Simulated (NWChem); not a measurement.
Molecule: C4H4O2; SMILES C#CCC(=O)O

```xyz
10

C      0.2258     2.6203    -0.1827
C     -0.2658     1.5314     0.0068
C     -0.8879     0.2368     0.2319
C     -0.0270    -0.9921     0.0014
O     -0.4838    -2.0792    -0.2246
O      1.2782    -0.7509     0.1180
H      0.6714     3.5832    -0.3514
H     -1.2418     0.1672     1.2766
H     -1.7842     0.1107    -0.3946
H      1.7287    -1.5986    -0.0229
```
Atoms are numbered in this order, from 1.

Computed with NWChem. Medium grid unless said otherwise, to which SCAN and Minnesota functionals are sensitive. The geometry was optimised at PBE0/def2-SVP.

Q: Predict the results for r2SCAN/def2-SVP. Quantities: highest occupied level (eV); orbital gap (eV); dipole (D).

A: 
```
Property                     Result
---------------------------  ------
highest occupied level (eV)   -6.57
orbital gap (eV)               5.87
dipole (D)                     1.15
```
